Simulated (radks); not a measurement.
Effect of the nuclear size on neutral hafnium, [Xe] 4f14 5d2 6s2. Method: Dirac Kohn-Sham, exchange-only LDA, spin-unpolarised, spherical densities, finite nucleus; open shells are shared between the two j in proportion to 2j + 1; Fermi nuclear charge, rms radius 5.347 fm; computed with a radial shooting solver on a logarithmic mesh with Libxc functionals. The rms radius is varied about that value; shifts are against it.

\begin{tabular}{lrrrrrrrrr}
rms radius (fm) & total energy shift (eV) & density at nucleus (e/bohr^3) & 1s1/2 shift (meV) & 2s1/2 shift (meV) & 5s1/2 shift (meV) & 5p1/2 shift (meV) & 6s1/2 shift (meV) & 5d5/2 shift (meV) & 6p1/2 (empty) shift (meV) \\ \hline
4.7107 & -10.8 & 1.255e+06 & -4410 & -610 & -5.13 & 0.358 & -0.322 & 0.275 & 0.098 \\
5.0529 & -5.13 & 1.226e+06 & -2090 & -289 & -2.43 & 0.169 & -0.152 & 0.130 & 0.046 \\
5.347 & 0 & 1.204e+06 & 0.000 & 0.000 & 0.000 & 0.000 & 0.000 & 0.000 & 0.000 \\
5.6839 & 6.11 & 1.18e+06 & 2490 & 344 & 2.89 & -0.201 & 0.181 & -0.155 & -0.055 \\
6.0421 & 12.9 & 1.157e+06 & 5240 & 725 & 6.10 & -0.424 & 0.382 & -0.327 & -0.117 \\
\end{tabular}

Slopes of the eigenvalues against <r^2> in GHz/fm^2, as finite differences over the two radii next to the reference (eigenvalue slopes, not the field-shift constants of lines): 1s1/2 163000, 2s1/2 22600, 5s1/2 190, 5p1/2 -13.2, 6s1/2 11.9, 5d5/2 -10.2, 6p1/2 (empty) -3.64.
